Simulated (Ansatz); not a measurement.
Total energies of (H2Al-mu-Br)2 (Al2H4Br2) from Ansatz at PBE0-D4/def2-TZVP, gas phase (1 Eh = 27.2114 eV = 2625.5 kJ/mol). The reference geometry is relaxed at PBE0-D4/def2-SVP.

```tsv
state	geometry	energy (Eh)
charge 0 singlet	reference	-5634.90546
charge 1 doublet	reference	-5634.53774
free Al atom (doublet)	–	-242.24894
free H atom (doublet)	–	-0.50104
free Br atom (doublet)	–	-2573.81189
```

Problem. Work out the vertical ionisation energy to the doublet.

Solution. E(charge 1 doublet) − E(charge 0 singlet) = -5634.53774 − (-5634.90546) = 0.36772 Eh = 10.01 eV. For comparison, −ε of the highest occupied level is 8.24 eV at this level, 1.77 eV less.

Problem. What is the binding energy per atom against free atoms?

Solution. Atoms: 2 × (-242.24894) + 4 × (-0.50104) + 2 × (-2573.81189) = -5634.12582 Eh. Binding: -5634.12582 − (-5634.90546) = 0.77964 Eh = 21.22 eV, or 2.65 eV for each of 8 atoms (no zero-point energy, no counterpoise term).
